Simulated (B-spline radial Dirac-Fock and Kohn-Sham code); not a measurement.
Relativistic shifts of the levels of Ta⁵⁴⁺

System: Ta⁵⁴⁺ in the configuration [Ar] 3d1.

Both columns are ΔSCF binding energies of the configuration average from a radial finite-basis atomic code: non-relativistic Hartree-Fock with a point nucleus, and Dirac-Fock with a finite nucleus and the Coulomb interaction alone, averaged over the two j levels with weights 2j+1.

```tsv
shell	Hartree-Fock (eV)	Dirac-Fock (eV)	shift (eV)	shift (%)
1s	66213.6	71602.4	+5388.84	+8.14
2s	13980.0	15465.3	+1485.36	+10.62
2p	13558.0	14083.7	+525.66	+3.88
3s	5518.0	5957.6	+439.64	+7.97
3p	5336.7	5525.8	+189.17	+3.54
3d	5097.6	5118.0	+20.38	+0.40
```

Relativity binds 1s, 2s, 2p, 3s, 3p, 3d more strongly, among those listed most of all 2s in relative terms.

Values without a named source are computed, but for edge energies of neutral atoms, which are taken from tables.
